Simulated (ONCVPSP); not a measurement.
## Bi (Z = 83): excitation energies, all-electron against ONCV

* Element: bismuth (Bi)
* Generator: ONCVPSP 4.0.1
* Type: optimised norm-conserving Vanderbilt (ONCV)
* Functional: PW91
* Relativity: scalar-relativistic
* Frozen core: [Xe]
* Valence charge: 29
* Reference configuration: 4f14 5d10 6s2 6p2.5 (charge +0.5)
* Partial waves: 6s: rc 1.95 bohr, ncon 4, nbas 8, qcut 2.8 1/bohr, 1 projector; 6p: rc 2.40 bohr, ncon 5, nbas 9, qcut 2.7 1/bohr, 3 projectors, debl 3 Ha; 5d: rc 1.85 bohr, ncon 4, nbas 8, qcut 9.5 1/bohr, 2 projectors, debl 0.8 Ha; 4f: rc 0.85 bohr, ncon 4, nbas 9, qcut 16.2 1/bohr, 2 projectors, debl 3.5 Ha
* Local potential: polynomial inside 0.60 bohr (lpopt 5, dvloc0 0 Ha)
* Core correction: Teter function, fcfact 4, rcfact 1.55

In the d channel the program set the typed energies aside and used -1.139, 0.250 Ha. In the f channel the program set the typed energies aside and used -5.754, 0.250 Ha.

Energies are relative to the spin-unpolarised reference configuration 4f14 5d10 6s2 6p2.5; without spin polarisation the order of configurations can differ from experiment.

```tsv
valence configuration	charge	ΔE all-electron (eV)	error AE − PS (meV)
4f14 5d10 6s2 6p3	0	-3.125	+1.4
4f14 5d10 6s2 6p1	+2	20.171	-11
4f14 5d9 6s2 6p4	0	21.065	-167
```

(1) What are ΔE and the potential's error for 4f14 5d10 6s2 6p2?

Levels in the configuration 4f14 5d10 6s2 6p3:

| level | all-electron (eV) | pseudo (eV) |
| --- | --- | --- |
| 4f | -152.686 | -152.740 |
| 5d | -27.112 | -27.129 |
| 6s | -14.550 | -14.552 |
| 6p | -4.622 | -4.622 |

Note: ghosts flagged at negative energy: s at -1283.1 eV, s at -312.2 eV, p at -549.1 eV; GHOST(+) flagged for p at 136.1 eV, d at 259.8 eV. A true bound ghost makes a file unfit for plane-wave use.

## Answers

(1) ΔE = 4.848 eV all-electron; the error (AE − PS) is -2.3 meV.
